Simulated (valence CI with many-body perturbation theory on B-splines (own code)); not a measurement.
# E1 transitions of Mn²⁺

Computed by configuration interaction combined with many-body perturbation theory (CI+MBPT): five valence electrons over a frozen Dirac-Fock core [Ar], a basis of 7 s, 7 p, 8 d, 6 f, 4 g, 1 h functions for each j, with the one-electron correlation potential Σ1 (screened to all orders), the two-electron term Σ2, the three-electron term Σ3, Breit, model QED; selected single and double excitations, second order for the rest, scaled by the run's own slope (own B-spline code, finite nucleus).

Set against measurement, 66 paired levels are off by 3392 cm⁻¹ on average, the worst by 6534. These come from a selection out of Corliss and Sugar, J. Phys. Chem. Ref. Data 6, 1253 (1977). Levels without a partner in it may be off by more, other configurations by 1,000 to 8,000 cm⁻¹. Among the levels kept, up to 2300 cm⁻¹ of a level comes from second order outside the variational space, and about a tenth of that is noise between levels of different J, which matters for small intervals.

Lines 151 to 200 of 573 in falling wavelength, among levels below 142176 cm⁻¹, chosen from the strongest by gf and those to the six lowest levels. Wavelengths and rates use the calculated energies, so an error of 3000 cm⁻¹ moves a line at 212.5 nm by 6.4 % and its rate by three times that or more. Electric multipoles are in the length gauge, E1 and E2 with the static RPA response of the core. Weak lines are less certain than strong ones. Lines between different terms over intervals too small for the method are left out, as are lines whose strength nearly cancels. Where a level lies close to another of its J and parity, the split of strength between their lines is uncertain. The highest levels of a list are the least certain.

Names give the largest LS component (configuration and term), which can be under half, so a name can repeat, a term be missing and a line seem to break the LS rules; names also repeat where a configuration has a term twice. Letters in brackets count levels of one name in rising energy.

```tsv
λ vac (nm)	Upper	Lower	A (s⁻¹)	S (a.u.)
212.5	3d⁴4p ²K°_15/2	3d⁴4s ²I_13/2	4.10e+08	3.11e+01
212.5	3d⁴4p ⁴I°_9/2	3d⁴4s ⁴H_7/2	3.96e+08	1.87e+01
212.3	3d⁴4p ²D°_3/2 [b]	3d⁴4s ²P_1/2 [a]	2.14e+08	4.04e+00
212.2	3d⁴4p ⁴G°_9/2 [c]	3d⁴4s ²F_7/2 [a]	2.19e+07	1.03e+00
212.2	3d⁴4p ⁶F°_9/2	3d⁴4s ⁶D_7/2	3.33e+08	1.57e+01
212.1	3d⁴4p ²F°_7/2 [b]	3d⁴4s ²F_7/2 [a]	1.73e+08	6.51e+00
211.9	3d⁴4p ⁴H°_11/2 [b]	3d⁴4s ²H_9/2	2.06e+07	1.16e+00
211.7	3d⁴4p ²F°_5/2 [c]	3d⁴4s ²G_7/2 [b]	3.04e+08	8.53e+00
211.7	3d⁴4p ⁴H°_13/2 [b]	3d⁴4s ²H_11/2	5.46e+07	3.58e+00
211.6	3d⁴4p ⁴D°_1/2 [d]	3d⁴4s ⁴D_1/2 [b]	1.69e+08	1.58e+00
211.5	3d⁴4p ⁴I°_11/2	3d⁴4s ⁴H_9/2	4.06e+08	2.27e+01
211.5	3d⁴4p ⁶F°_11/2	3d⁴4s ⁶D_9/2	4.27e+08	2.39e+01
211.5	3d⁴4p ⁴D°_3/2 [d]	3d⁴4s ⁴D_1/2 [b]	4.49e+07	8.39e-01
211.4	3d⁴4p ⁴D°_1/2 [d]	3d⁴4s ⁴D_3/2 [b]	2.22e+08	2.07e+00
211.4	3d⁴4p ²G°_9/2 [c]	3d⁴4s ²G_9/2 [a]	3.10e+08	1.45e+01
211.3	3d⁴4p ⁴D°_3/2 [d]	3d⁴4s ⁴D_3/2 [b]	1.53e+08	2.84e+00
211.3	3d⁴4p ²S°_1/2	3d⁴4s ⁴P_3/2 [a]	1.27e+08	1.18e+00
211.2	3d⁴4p ⁴F°_5/2 [d]	3d⁴4s ²G_7/2 [b]	5.47e+07	1.53e+00
210.9	3d⁴4p ⁴D°_3/2 [d]	3d⁴4s ⁴D_5/2 [b]	1.99e+08	3.69e+00
210.6	3d⁴4p ⁴D°_5/2 [d]	3d⁴4s ⁴D_5/2 [b]	2.16e+08	5.99e+00
210.6	3d⁴4p ⁴H°_7/2 [b]	3d⁴4s ⁴G_7/2	2.62e+07	9.66e-01
210.6	3d⁴4p ⁴I°_13/2	3d⁴4s ⁴H_11/2	4.14e+08	2.67e+01
210.5	3d⁴4p ²G°_7/2 [c]	3d⁴4s ²G_7/2 [a]	3.11e+08	1.14e+01
210.3	3d⁴4p ⁴D°_5/2 [d]	3d⁴4s ⁴D_7/2 [b]	1.57e+08	4.32e+00
210.2	3d⁴4p ²G°_9/2 [a]	3d⁴4s ⁴H_11/2	5.04e+07	2.31e+00
210.2	3d⁴4p ⁴G°_9/2 [b]	3d⁴4s ⁴F_9/2 [a]	1.92e+07	8.79e-01
210.2	3d⁴4p ⁴H°_9/2 [b]	3d⁴4s ⁴G_9/2	2.86e+07	1.31e+00
210.2	3d⁴4p ²I°_11/2 [a]	3d⁴4s ⁴F_9/2 [a]	6.19e+07	3.41e+00
210.2	3d⁴4p ²H°_11/2 [c]	3d⁴4s ²I_13/2	2.22e+07	1.22e+00
210.2	3d⁴4p ²G°_7/2 [a]	3d⁴4s ⁴H_9/2	4.61e+07	1.69e+00
210.0	3d⁴4p ⁴G°_5/2 [b]	3d⁴4s ⁴F_3/2 [a]	1.34e+08	3.67e+00
210.0	3d⁴4p ⁴P°_3/2 [b]	3d⁴4s ⁴P_5/2 [a]	9.86e+07	1.80e+00
209.9	3d⁴4p ⁴G°_7/2 [b]	3d⁴4s ⁴F_5/2 [a]	1.43e+08	5.21e+00
209.9	3d⁴4p ⁴H°_7/2 [b]	3d⁴4s ⁴G_5/2	3.23e+08	1.18e+01
209.9	3d⁴4p ⁴G°_9/2 [b]	3d⁴4s ⁴F_7/2 [a]	1.73e+08	7.90e+00
209.9	3d⁴4p ⁴I°_15/2	3d⁴4s ⁴H_13/2	4.24e+08	3.10e+01
209.9	3d⁴4p ⁴D°_7/2 [d]	3d⁴4s ⁴D_7/2 [b]	3.86e+08	1.41e+01
209.6	3d⁴4p ⁴G°_11/2 [b]	3d⁴4s ⁴F_9/2 [a]	1.85e+08	1.01e+01
209.6	3d⁴4p ²D°_3/2 [a]	3d⁴4s ⁴F_3/2 [a]	1.04e+08	1.89e+00
209.5	3d⁴4p ⁴H°_9/2 [b]	3d⁴4s ⁴G_7/2	3.24e+08	1.47e+01
209.4	3d⁴4p ⁴G°_5/2 [a]	3d⁴4s ⁴H_7/2	7.43e+07	2.02e+00
209.4	3d⁴4p ⁴D°_5/2 [a]	3d⁴4s ⁴D_7/2 [a]	9.27e+07	2.52e+00
209.4	3d⁴4p ⁴H°_11/2 [b]	3d⁴4s ⁴G_11/2	1.91e+07	1.04e+00
209.1	3d⁴4p ⁶P°_7/2	3d⁴4s ⁶D_9/2	3.53e+08	1.28e+01
209.0	3d⁴4p ⁴H°_11/2 [b]	3d⁴4s ⁴G_9/2	3.21e+08	1.74e+01
208.7	3d⁴4p ⁴D°_3/2 [a]	3d⁴4s ⁴D_5/2 [a]	1.61e+08	2.89e+00
208.6	3d⁴4p ⁶P°_5/2	3d⁴4s ⁶D_7/2	2.55e+08	6.85e+00
208.5	3d⁴4p ⁴F°_5/2 [b]	3d⁴4s ⁴F_7/2 [a]	4.56e+07	1.22e+00
208.5	3d⁴4p ⁴D°_7/2 [a]	3d⁴4s ⁴D_7/2 [a]	3.69e+08	1.32e+01
208.4	3d⁴4p ⁴G°_11/2 [a]	3d⁴4s ⁴H_13/2	1.68e+08	9.00e+00
```
